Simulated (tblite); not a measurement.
Compound: C3H10Si2 (charge +1 and doublet state).
Cartesian coordinates in Å at the GFN2-xTB level; atoms count from 1:
```
atom  x, y, z in Å
C1    -0.0600    2.3471   -0.5115
C2    -0.1824    1.1966    0.1934
C3     0.1208   -0.1021   -0.3306
Si4    1.5410   -1.0150    0.7416
Si5   -1.4721   -1.3095   -0.2716
H6     0.2829    2.3461   -1.5346
H7    -0.2987    3.3050   -0.0805
H8    -0.5306    1.2462    1.2176
H9     0.4618   -0.0330   -1.3651
H10    2.6370   -0.0550    0.6067
H11    1.7546   -2.2809    0.0524
H12    1.0133   -1.1289    2.0958
H13   -2.4141   -0.5496   -1.0944
H14   -1.0055   -2.5519   -0.8736
H15   -1.8524   -1.4072    1.1324
```

The geometry is computed with GFN2-xTB (gas phase). This method treats the open shell by occupation alone, without spin polarisation.

Take the most abundant isotopes and a rigid rotor. The values belong to one conformer with, in the numbering `[CH2+:1][CH:2][CH:3]([SiH3:4])[SiH3:5]`, H–C1–C2–C3 0° and 180°, C1–C2–C3–Si4 121°.

**Question.** Give the principal moments of inertia and the rotational constants in GHz.

**Answer.** Ia = 181.77, Ib = 207.43, Ic = 357.57 u·Å²; 505379 MHz·u·Å²/I gives 2780, 2436 and 1413 MHz, that is A = 2.7803, B = 2.4364, C = 1.4134 GHz.

**Question.** What kind of rotor is it?

**Answer.** An asymmetric top: κ = (2 × 2436 − 2780 − 1413)/(2780 − 1413) = 0.50.

**Question.** What does the inertial defect say?

**Answer.** Not planar: Δ = Ic − Ia − Ib = -31.63 u·Å². For a rigid frame Δ = −2 Σ m c², so Σ m c² = 15.81 u·Å² lies off the ab plane: 11.95 from hydrogen and 3.87 from heavier atoms. The atom farthest from that plane is 1.48 Å away.

**Question.** Where do the levels up to J = 5 lie, in MHz?

**Answer.** Above 0(0,0):
J = 1: 1(0,1) 3850, 1(1,1) 4194, 1(1,0) 5217
J = 2: 2(0,2) 10797, 2(1,2) 10870, 2(1,1) 13939, 2(2,1) 14971, 2(2,0) 15723
J = 3: 3(0,3) 20494, 3(1,3) 20504, 3(1,2) 26174, 3(2,2) 26520, 3(2,1) 29125, 3(3,1) 31178, 3(3,0) 31646
J = 4: 4(0,4) 32989, 4(1,4) 32990, 4(1,3) 41181, 4(2,3) 41249, 4(2,2) 46508, 4(3,2) 47444, 4(3,1) 49483, 4(4,1) 52854, 4(4,0) 53104
J = 5: 5(0,5) 48306, 5(1,5) 48306, 5(1,4) 58901, 5(2,4) 58911, 5(2,3) 66911, 5(3,3) 67168, 5(3,2) 71798, 5(4,2) 73690, 5(4,1) 75131, 5(5,1) 80032, 5(5,0) 80152

**Question.** Estimate the classical rotational partition function at 50 K, 100 K and 298.15 K.

**Answer.** Point group Cs, symmetry number σ = 1; q = (√π/σ)·√((kT/h)³/(ABC)), k/h = 20836.6 MHz/K: 19300 at 50 K, 54500 at 100 K, 280000 at 298.15 K.

For this open shell read J as N, the rotation without spin; fine and hyperfine splittings come on top. Its GFN2-xTB frequencies are all real (lowest 72 cm⁻¹). Constants of a rigid frame at the computed geometry: no zero-point averaging, no centrifugal distortion.

Hardware: Arm Neoverse V1, one thread, on a shared host. Cost: 0.23 s of wall time. This is the geometry optimisation.
